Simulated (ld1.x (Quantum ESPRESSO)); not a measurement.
# gold: from the effect back to the setting (PAW)

Base potential:

ld1.x (Quantum ESPRESSO) 7.5 input, shortened:

```
&input
   title='Au', zed=79., rel=1, dft='PZ', iswitch=3,
   config='[Xe] 4f14 5d9 6s0 6p0'
 /
 &inputp
   pseudotype=3, lpaw=.true., tm=.true., lloc=-1, rcloc=2.65,
   nlcc=.false.,
   which_augfun='BESSEL', rmatch_augfun=1.50
 /
6
6S  1  0   0.00   0.00  1.65  1.95  0.0
6S  1  0   0.00   1.95  1.65  1.95  0.0
6P  2  1   0.00   0.00  2.55  2.80  0.0
6P  2  1   0.00   0.80  2.55  2.80  0.0
5D  3  2   9.00   0.00  1.40  1.75  0.0
5D  3  2   0.00  -1.55  1.40  1.75  0.0
 &test
   configts(1)='5d9 6s0 6p0'
 /
```

Cutoffs, loose and tight: the cutoffs (Ry, on a coarse ladder) from which the occupation-weighted sum of valence levels, in a spherical-Bessel basis at the reference potential, stays within 10 and 1 mRy of its value at 400 Ry. They do not see the model core or the augmentation charge, which bear on the density cutoff. Test errors are all-electron minus pseudo excitation energies from the reference, over the configurations 5d10 6s1 6p0; 5d10 6s0 6p0; 5d8 6s0 6p0; 5d9 6s1 6p1; 5d9 6s2 6p0; 5d10 6s0.5 6p0; 5d9 6s1 6p0 (two spin-polarised tests are not counted in the largest error); variants that change the core or the reference have their own tests.

Only the scale of all radii but the core radius (base = 1) is moved (3 further runs of the sweep failed or gave no value and are left out):

| scale of all radii but the core radius (base = 1) | cutoff, loose | cutoff, tight | bound ghosts | largest test error (meV) |
| --- | --- | --- | --- | --- |
| 0.94 | 40 Ry | 70 Ry | s | -86 over the solved tests; test run stopped at test 5 of 9 (negative rho), 2 before it not solved |
| 0.99 | 35 Ry | 60 Ry | s | test run stopped at test 1 of 9 (negative rho) |
| 1.06 | 35 Ry | 50 Ry | s | -87 |
| 1.17 | 30 Ry | 45 Ry | none | -89 |
| 1.32 | 21 Ry | 35 Ry | none | -98 |

Task: One more run gave cutoff, loose: 25 Ry; cutoff, tight: 40 Ry; bound ghosts: none; largest test error (meV): -93. Which value of the scale of all radii but the core radius (base = 1) was used?

Result: 1.23. The tight cutoff moves one way along this sweep, from 70 Ry at 0.94 to 35 Ry at 1.32, which places the run between 1.17 and 1.32.
